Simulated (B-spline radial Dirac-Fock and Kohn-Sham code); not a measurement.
Dipole and non-dipole photoemission parameters of Bi 6s

System: the free bismuth atom in the configuration [Xe] 4f14 5d10 6s2 6p3; threshold 17.14 eV (orbital energy of the model). Calculated with an atomic code on a B-spline grid, using Dirac-Hartree-Slater photoionisation with a Latter tail; cross sections with all multipoles, angular parameters from the dipole term and its interference with E2.

Input of the calculation (task.json; shells as n, l, electrons):

```json
{"items": [{
  "Z": 83,
  "q": 0,
  "cfg": [[1, 0, 2], [2, 0, 2], [2, 1, 6], [3, 0, 2], [3, 1, 6], [3, 2, 10], [4, 0, 2], [4, 1, 6], [4, 2, 10], [4, 3, 14], [5, 0, 2], [5, 1, 6], [5, 2, 10], [6, 0, 2], [6, 1, 3]],
  "A": 209,
  "rrms": 5.5211,
  "do": "xps",
  "hv": [52.2, 59.7, 60.0, 73.6, 91.1, 101.0, 108.0, 139.0, 150, 242.0, 320.0, 391.0, 402.0, 505.0, 653.0, 800, 1253.6, 2984.4, 4000, 4700.0, 4910.0, 5414.7, 5660.0, 5880.0, 6000, 8160.0, 8640.0, 9251.7, 11700.0, 13700.0],
  "edges": {"K": 90526.0, "L1": 16388.0, "L2": 15711.0, "L3": 13419.0, "M1": 3999.0, "M2": 3696.0, "M3": 3177.0, "M4": 2688.0, "M5": 2580.0, "N1": 939.0, "N2": 805.2, "N3": 678.8, "N4": 464.0, "N5": 440.1, "N6": 162.3, "N7": 157.0, "O1": 159.3, "O2": 119.0, "O3": 92.6}
}]}
```

Run with: `python xray2_run.py task.json out`

For linearly polarised light dσ/dΩ = σ/(4π) [1 + β P₂(cos θ) + (δ + γ cos²θ) sin θ cos φ], with θ from the polarisation vector and φ the angle between the beam and the projection of the electron momentum on the plane normal to the polarisation.

| hν (eV) | σ (kb) | β | γ |
| --- | --- | --- | --- |
| 52.2 | 50.6 | -0.651 | -0.114 |
| 59.7 | 45.1 | -0.280 | -0.143 |
| 60 | 44.9 | -0.265 | -0.143 |
| 73.6 | 39.3 | 0.276 | -0.121 |
| 91.1 | 34.3 | 0.701 | -0.063 |
| 101 | 31.9 | 0.854 | -0.032 |
| 108 | 30.4 | 0.939 | -0.011 |
| 139 | 24.4 | 1.184 | 0.072 |
| 150 | 22.7 | 1.242 | 0.097 |
| 242 | 13.8 | 1.506 | 0.249 |
| 320 | 9.97 | 1.603 | 0.329 |
| 391 | 7.75 | 1.656 | 0.380 |
| 402 | 7.47 | 1.662 | 0.387 |
| 505 | ? | ? | ? |
| 653 | 3.83 | 1.749 | 0.477 |
| 800 | 2.85 | 1.776 | 0.496 |
| 1253.6 | 1.44 | 1.821 | 0.492 |
| 2984.4 | 0.354 | 1.877 | 0.273 |
| 4000 | 0.214 | 1.890 | 0.144 |
| 4700 | 0.161 | 1.896 | 0.069 |
| 4910 | 0.149 | 1.897 | 0.048 |
| 5414.7 | 0.125 | 1.900 | 0.004 |
| 5660 | 0.115 | 1.902 | -0.016 |
| 5880 | 0.108 | 1.903 | -0.032 |
| 6000 | 0.104 | 1.903 | -0.041 |
| 8160 | 0.0588 | 1.911 | -0.147 |
| 8640 | 0.0528 | 1.912 | -0.160 |
| 9251.7 | 0.0464 | 1.914 | -0.172 |
| 11700 | 0.0294 | 1.918 | -0.175 |
| 13700 | 0.0215 | 1.920 | -0.139 |

Q: Give the values at 505 eV.

A: σ = 5.51 kb, β = 1.708, γ = 0.437. For an s subshell δ is negligible.
